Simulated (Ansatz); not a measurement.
Cost and result for the atomization energy of C2H3ClFIn (`C=[CH][In]([F])[Cl]`) (8 atoms, 7 bonds).

Charge 0, multiplicity 1. Correlated methods include outer-core shells of In, which these sets cover unevenly. In: def2 effective core potential. The geometry is a stationary point of PBE0-D4/def2-TZVP. It is one conformer, not always the lowest. Program: Ansatz. All runs use 4 threads of a server CPU on a shared host. Times are those of one run each, without the atoms' runs, and a repeat can differ threefold. Electronic energies, without spin–orbit coupling; frozen cores. CCSD(T)/CBS adds CCSD(T) − MP2 in def2-TZVPP to the MP2 limit, and its time is that of the two runs behind it. T1 = 0.014. With those shells the extrapolation isn't a true limit. B3LYP takes the VWN-RPA correlation (the form of Gaussian; ORCA's B3LYP/G).

CCSD(T)/CBS is a level of theory with its own doubt, some kJ/mol a heavy atom from the limit and from the frozen cores, so smaller differences don't rank the functionals.

| level | functions | wall time | atomization (kcal/mol) | difference from CCSD(T)/CBS | per bond |
| --- | --- | --- | --- | --- | --- |
| LDA (SPW92)/def2-TZVPP | 227 | 1.3 s | 791.5 | 100.5 | 14.4 |
| revPBE-D4/def2-TZVPP | 227 | 1.8 s | 683.2 | -7.8 | -1.1 |
| PBE-D4/def2-TZVPP (with forces) | 227 | 2.4 s | 704.4 | 13.4 | 1.9 |
| PBE0-D4/def2-TZVPP | 227 | 3.2 s | 688.6 | -2.4 | -0.3 |
| r2SCAN-D4/def2-TZVPP (with forces) | 227 | 3.4 s | 690.9 | -0.1 | 0.0 |
| B3LYP-D4/def2-TZVPP (with forces) | 227 | 3.8 s | 681.0 | -10.0 | -1.4 |
| r2SCANh-D4/def2-TZVPP | 227 | 3.8 s | 684.8 | -6.2 | -0.9 |
| PBE-QIDH/def2-TZVPP | 227 | 4.3 s | 685.2 | -5.8 | -0.8 |
| ωB97X-V/def2-TZVPP | 227 | 5.5 s | 689.9 | -1.1 | -0.2 |
| CCSD(T)/def2-SVP | 101 | 6 s | 649.9 | -41.1 | -5.9 |
| MP2/def2-QZVPP | 413 | 16 s | 700.7 | 9.7 | 1.4 |
| CCSD(T)/def2-TZVPP | 227 | 3.3 min | 670.8 | -20.2 | -2.9 |
| CCSD(T)/CBS(def2) | – | 3.5 min | 691.0 | 0.0 | 0.0 |

From BLYP to BHLYP (50 % exact exchange), in def2-TZVPP and without D4, the atomization energy moves by −20.4 kcal/mol: exact exchange takes away binding that semilocal exchange gives to molecules. At CCSD(T), def2-SVP lies −41.1 kcal/mol from the extrapolated value and def2-TZVPP −20.2 kcal/mol: correlation converges slowly with the basis, and small sets miss more of it in the bonded molecule than in its fragments. The D4 term adds +6.4 kcal/mol with B3LYP and +3.4 kcal/mol with PBE0; it sums over pairs of atoms, weighted by their polarisabilities, and B3LYP, whose exchange is more repulsive, gets the larger term.

Spin–orbit coupling would lower the free In atoms strongly, and the atomization energy with them, by more than many differences here.
